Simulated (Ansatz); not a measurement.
Coupled-cluster diagnostics for the cluster Rb₄H₅⁻, Ansatz.

Geometry of the singlet (B3LYP-D4/def2-SVPD):

```csv
atom,x (Å),y (Å),z (Å)
Rb1,-0.6842,1.5198,1.2735
Rb2,-1.9617,-0.4832,-2.6261
Rb3,1.9437,-1.4819,-0.5898
Rb4,-1.7248,-2.7579,1.2252
H5,2.6535,1.4002,0.4982
H6,-3.2837,-0.0503,0.3105
H7,0.5532,1.2989,-1.6575
H8,2.1629,1.4884,-0.0914
H9,0.3411,-0.9340,1.6574
```

In the def2 sets Rb takes a core potential; there is no spin–orbit coupling. Correlated methods freeze no core orbitals; core or outer-core shells of Rb are correlated, in sets that lack core-valence functions. In the singlet, H5 and H8 lie 0.77 Å apart (atoms count from 1), so H2 has formed as a molecule. The structure comes from a short search, and lower isomers may exist.

(1) Estimate the CCSD(T) correlation energy, the shares of MP2 and (T), T1 and the reference's ⟨S²⟩ for: charge -1, singlet, own geometry in def2-TZVPD; and the rough time on 4 threads of Intel Xeon Platinum 8175M on a shared host.

## Answers

(1) 
```csv
state,basis,correlation (eV),MP2 share (%),(T) share (%),T1,⟨S²⟩ (pure),wall time,remarks
"charge -1, singlet, own geometry",def2-TZVPD,-12.759,84.3,2.2,0.024,0.00 (0.00),2.3 min,"HOMO above zero, large T1, restricted SCF unstable"
```
Customary marks for T1 are 0.02 (closed shells), 0.045 (open shells) and about 0.05 (3d metals). T1 exceeds 0.02 in 1 of 1 rows and 0.045 in 0; the higher it lies, the less the single-reference result can be trusted.
